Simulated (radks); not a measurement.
The numbers below are computed, except where a source is named.
All-electron atom: Cd XXXIII in [Ne] 3s2 3p4. Code: a radial shooting solver on a logarithmic mesh with Libxc functionals. Model: Dirac Kohn-Sham, BLYP, spin-unpolarised, spherical densities, point nucleus; open shells are shared between the two j in proportion to 2j + 1. Some entries of the table are withheld. Estimate them.

| orbital | occ. | eigenvalue (Ry) | <1/r> (bohr^-1) |
|---|---|---|---|
| 1s1/2 | 2 | -2074.528 | 50.65 |
| 2s1/2 | 2 | -410.9276 | 11.83 |
| 2p1/2 | 2 | -392.2409 | (1) |
| 2p3/2 | 4 | -377.7799 | (2) |
| 3s1/2 | 2 | -154.6918 | (3) |
| 3p1/2 | 1.33333 | -147.9480 | 4.617 |
| 3p3/2 | 2.66667 | -144.5013 | 4.431 |
| 3d3/2 | 0 | -134.4874 | (4) |
| 3d5/2 | 0 | -133.6877 | (5) |
| 4s1/2 | 0 | -80.24965 | (6) |
| 4p1/2 | 0 | (7) | (8) |
| 4p3/2 | 0 | (9) | (10) |
| 4f5/2 | 0 | -68.35910 | 2.159 |
| 4f7/2 | 0 | -68.25325 | 2.152 |

Answer. 
(1) 2p1/2 <1/r> (bohr^-1): 11.78
(2) 2p3/2 <1/r> (bohr^-1): 11.05
(3) 3s1/2 <1/r> (bohr^-1): 4.680
(4) 3d3/2 <1/r> (bohr^-1): 4.305
(5) 3d5/2 <1/r> (bohr^-1): 4.256
(6) 4s1/2 <1/r> (bohr^-1): 2.403
(7) 4p1/2 eigenvalue (Ry): -77.40970
(8) 4p1/2 <1/r> (bohr^-1): 2.370
(9) 4p3/2 eigenvalue (Ry): -76.16963
(10) 4p3/2 <1/r> (bohr^-1): 2.299
